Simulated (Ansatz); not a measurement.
Two isomers of C3H10Si2: A = `C=C[SiH2][SiH2]C`, B = `CC1[SiH2]C[SiH2]1`.

Program: Ansatz. Geometries: PBE0-D4/def2-TZVP. ΔE: electronic, gas phase. CCSD(T)/CBS is the MP2 limit (def2-TZVPP, def2-QZVPP) plus CCSD(T) − MP2 in def2-TZVPP, frozen cores. Functionals use def2-TZVPP. B3LYP here is the variant with VWN-RPA as its local correlation; programs differ in this. Each species was taken in one conformer, which may not be the lowest.

Which is lower in electronic energy at CCSD(T)/CBS, and by how much? (An estimate is asked.)

Computed: B, by 54.1 kJ/mol.

Give E(B) − E(A) in kJ/mol with CCSD(T)/def2-TZVPP, CCSD/def2-TZVPP, PBE-D4, B3LYP-D4, HF/def2-TZVPP, B2PLYP, ωB97M-V. (Best estimate.)

The calculation gave: CCSD(T)/def2-TZVPP -51.2, CCSD/def2-TZVPP -50.4, PBE-D4 -53.3, B3LYP-D4 -40.3, HF/def2-TZVPP -27.7, B2PLYP -45.1, ωB97M-V -64.2. None reverses the order clearly.

Largest T1 diagnostic: 0.012.

The D4 term adds −7.2 kJ/mol with B3LYP and −3.4 kJ/mol with PBE0; it sums over pairs of atoms, weighted by their polarisabilities, and B3LYP, whose exchange is more repulsive, gets the larger term. From PBE to PBE0 (25 % exact exchange), in def2-TZVPP and without D4, E(B) − E(A) moves by −11.5 kJ/mol.
